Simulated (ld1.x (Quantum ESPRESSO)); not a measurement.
What the settings do to the TM semilocal potential of Ni

Base potential:

```json
{
 "Element": "Ni (Z = 28)",
 "Generator": "ld1.x (Quantum ESPRESSO) 7.5",
 "Type": "norm-conserving Troullier–Martins (semilocal form)",
 "Functional": "PBE",
 "Relativity": "scalar-relativistic",
 "Frozen core": "[Ne] 3s2",
 "Valence charge": "16",
 "Reference configuration": "3p6 3d8 4s1.5 4p0 (charge +0.5)",
 "Partial waves": "3p (bound): rc 0.75 bohr; 3d (bound): rc 1.05 bohr; 4s (bound): rc 2.05 bohr",
 "Local potential": "the s channel",
 "Core correction": "none"
}
```

Cutoffs, loose and tight: the cutoffs (Ry, on a coarse ladder) from which the occupation-weighted sum of valence levels, in a spherical-Bessel basis at the reference potential, stays within 10 and 1 mRy of its value at 400 Ry. They do not see the model core or the augmentation charge, which bear on the density cutoff. Test errors are all-electron minus pseudo excitation energies from the reference, over the configurations 3p6 3d8 4s2 4p0; 3p6 3d8 4s1 4p0; 3p6 3d8 4s0 4p0; 3p5 3d8 4s2 4p0; 3p6 3d8.5 4s1.5 4p0; 3p6 3d8 4s0 4p2; 3p6 3d8 4s0 4p1. A dash means not determined; rows that change the core or the reference have their own tests.

A semilocal file is local in each channel, so a ghost entry of none says nothing of the separable form that plane-wave codes build from it.

| change | outcome | cutoff, loose | cutoff, tight | bound ghosts | largest test error (meV) |
| --- | --- | --- | --- | --- | --- |
| base | generated | 200 Ry | over 300 Ry | none | -112 |
| all radii scaled by about 0.87 (s 1.78, p 0.66, d 0.92 bohr) | generated | 260 Ry | over 300 Ry | none | -74 |
| all radii scaled by about 0.91 (s 1.88, p 0.68, d 0.96 bohr) | generated | 230 Ry | over 300 Ry | none | -96 |
| all radii scaled by about 1.13 (s 2.32, p 0.84, d 1.18 bohr) | generated | 180 Ry | 300 Ry | none | -128 |
| all radii scaled by about 1.26 (s 2.60, p 0.94, d 1.32 bohr) | generated | 160 Ry | 260 Ry | none | -116 |
| all radii scaled by about 1.39 (s 2.84, p 1.04, d 1.46 bohr) | generated | 140 Ry | 230 Ry | none | -143 |

(1) What comes out with this change to the base: all radii scaled by about 1.19 (s 2.44, p 0.90, d 1.24 bohr)?

(2) What comes out with this change to the base: all radii scaled by about 0.76 (s 1.56, p 0.56, d 0.80 bohr)?

Answers

(1) outcome: generated; cutoff, loose: 160 Ry; cutoff, tight: 300 Ry; bound ghosts: none; largest test error (meV): -132.

(2) outcome: generated; cutoff, loose: over 300 Ry; cutoff, tight: over 300 Ry; bound ghosts: none; largest test error (meV): +15.

Reading the sweep of the scale of all radii (base = 1) (base included, trends over the rows without a ghost): The loose cutoff falls from 260 Ry at 0.87 to 140 Ry at 1.39. A larger radius leaves more room for a smooth pseudo-wave, so fewer plane waves are needed; a smaller one forces it to follow the all-electron wave where it bends sharply. The median size of the test errors (rows with all tests solved) is not monotonic: lowest 2.1 meV at 1.26, highest 7.4 meV at 0.76.
